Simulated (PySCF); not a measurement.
Telling isomers of C6H11B apart by NMR

- GIAO PBE0/pcSseg-1 shieldings
- J couplings at B3LYP/pcJ-1 (spin–dipole term left out of most H,H and C,H couplings)
- geometry from PBE0-D3(BJ)/def2-SVP
- code: PySCF 2.14.0 with density-fitted response routines
- non-relativistic, fast rotation and ring inversion assumed for equivalent nuclei, no solvent, single conformer

Chemical shifts δ = σref − σ; TMS for $^{1}$H (σref 31.27) and $^{13}$C (σref 184.41), all at this level. Multiplet labels drop J under 1 Hz and among equivalent protons, and merge close values. Unscaled 3J(H,H) run several per cent high. Vicinal couplings that depend on rotamer populations or ring flexing (ring, CH–CH, X–H and H–F types) are those of the one conformer. Couplings to H on boron are left out. Carbons bonded to boron are broad in practice. Shifts are as computed. Against solution values, carbons near 30 ppm lie about +2 ppm off and those near 130 ppm about +5 ppm. Of 1309 compounds with measured shifts, 239 miss one by over three times the rms of a fit or turn the order of signals round; such compounds aren't used in these exercises.

(1) Tabulate the signals of `C=CCBC1CC1`, `B[C@@H]1C[C@@H]1C1CC1`, `C=C/C=C\B(C)C` and their relative energies.

(2) What is the quickest way to tell C=CCBC1CC1 from B[C@@H]1C[C@@H]1C1CC1?

(3) What is the quickest way to tell B[C@@H]1C[C@@H]1C1CC1 from C=C/C=C\B(C)C?

(4) What is the quickest way to tell C=CCBC1CC1 from C=C/C=C\B(C)C?

Answers

(1) 
| SMILES | carbon types | δC | δH | E rel. (kcal/mol) |
| --- | --- | --- | --- | --- |
| C=CCBC1CC1 | 2×CH 4×CH2 | 147.6, 120.5, 39.6, 12.9, 11.2 | 6.39 (ddt, 1H), 6.13 (br, 1H), 5.26 (ddt, 1H), 5.20 (ddt, 1H), 2.38 (dt, 2H), 1.06 (m, 2H), 0.89 (m, 2H), 0.83 (m, 1H) | 17.6 |
| B[C@@H]1C[C@@H]1C1CC1 | 3×CH 3×CH2 | 35.6, 24.9, 23.2, 14.6, 8.3, 5.9 | 7.31 (br, 2H), 1.45 (m, 1H), 1.33 (m, 1H), 1.31 (m, 1H), 0.73 (m, 1H), 0.68 (m, 1H), 0.64 (m, 1H), 0.41 (m, 1H), 0.19 (m, 1H), 0.16 (m, 1H) | 30.4 |
| C=C/C=C\B(C)C | 3×CH 1×CH2 2×CH3 | 158.1, 145.5, 145.0, 131.8, 17.1 | 7.17 (m, 1H), 6.85 (ddt, 1H), 6.42 (dt, 1H), 5.67 (ddt, 1H), 5.64 (ddd, 1H), 1.00 (s, 6H) | 0.0 |

Energies are electronic energies at PBE0/pcSseg-1 on these geometries, without zero-point or thermal terms, each for the one conformer computed, which needn't be the lowest.

(2) Count the carbon signals: 5 against 6. The first has an alkene CH at 147.6 ppm, the second a three-membered-ring carbon (CH) at 35.6 ppm. In the proton spectra the most deshielded non-exchanging signals are 6.39 (ddt, J = 18.0, 11.5, 9.0 Hz, 1H) and 7.31 (br, 2H).

(3) Count the carbon signals: 6 against 5. The first has a three-membered-ring carbon (CH) at 35.6 ppm, the second an alkene CH at 158.1 ppm.

(4) Both give the same number of carbon signals, but DEPT or the intensities differ. The first has an allylic sp3 CH2 bonded to B at 39.6 ppm, the second a methyl carbon bonded to B (CH3) at 17.1 ppm. Their most deshielded carbons lie at 147.6 and 158.1 ppm. In the proton spectra the most deshielded non-exchanging signals are 6.39 (ddt, J = 18.0, 11.5, 9.0 Hz, 1H) and 7.17 (m, 1H).
